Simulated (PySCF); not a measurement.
**Checking a proposed structure**

A compound C₅H₁₃NSi₃ gives the data below (simulated from a calculation) and was assigned the structure `[SiH3]N([SiH3])[SiH2]C#CC1CC1`.

$^{13}$C{$^{1}$H} NMR (computed): δ 124.3 (C), 12.3 (CH3), 2.7 (CH), 0.2 (CH), -5.7 (CH2).

$^{1}$H NMR (600 MHz, computed): δ 5.32 (m, 1H), 5.02 (m, 1H), 4.95 (m, 1H), 3.93 (d, 3H), 1.62 (m, 1H), 1.25 (d, 3H), 0.88 (m, 1H), 0.62 (m, 1H), 0.52 (m, 1H).

- coordinates at the GFN2-xTB level
- PBE0/pcSseg-1 with gauge-including orbitals
- program: PySCF 2.14.0 with density-fitted response routines
- rapidly exchanging positions averaged, non-relativistic Hamiltonian, single conformer, gas phase

References, each an isolated molecule treated in the same way: TMS for $^{1}$H (31.72 ppm) and $^{13}$C (186.93 ppm).

(1) Compare with the shifts computed for the proposed structure, pairing carbons in order of shift.

(2) Which isomer fits?

Answers

(1) Structure with atom numbers: `[SiH3:1][N:2]([SiH3:3])[SiH2:4][C:5]#[C:6][CH:7]1[CH2:8][CH2:9]1`; H(Xn) means a hydrogen on atom n.

```
atom  computed for proposal  given list  difference
  C6                  124.3       124.3        +0.0
  C5                   78.4        12.3       +66.1
  C8                   11.4         2.7        +8.7
  C9                   11.4         0.2       +11.2
  C7                    3.5        -5.7        +9.2
```

The rms difference is 30.5 ppm and the largest +66.1 ppm at C5 (alkyne carbon). The proposal also would give 4 carbon signals, not 5. The carbon types in order of shift don't match either: C, C, CH2, CH2, CH for the proposal against C, CH3, CH, CH, CH2 in the data. The proposal doesn't fit.

(2) SMILES C[C@@H]([SiH3])[Si@@H]1C[SiH2][C@H]1C#N.

1. Carbon types of the structure: 1 × C, 2 × CH, 1 × CH2, 1 × CH3, leaving 6 H on heteroatoms.
2. δC 124.3: nitrile carbon; typical of a nitrile.
3. δC 12.3: methyl carbon; aliphatic region, no heteroatom directly attached.
4. δC -5.7: sp3 CH2 bonded to 2 Si; an electropositive neighbour leaves it electron-rich and shielded.
5. δH 0.62: hydrogen on an sp3 CH bonded to 2 Si; an electropositive neighbour shields it, as in TMS itself.

The data come from this structure; uniqueness wasn't tested.

Shifts are as computed. Against solution values, carbons near 30 ppm lie about +3 ppm off and those near 130 ppm about +5 ppm. Of 1211 compounds with measured shifts, 218 miss one by over three times the rms of a fit or turn the order of signals round; such compounds aren't used in these exercises. No couplings were computed; multiplicities are counted from neighbouring protons, with m where these are inequivalent, close in shift, in a saturated or five-membered ring or joined by F or P, and br s for small geminal =CH2 splittings.
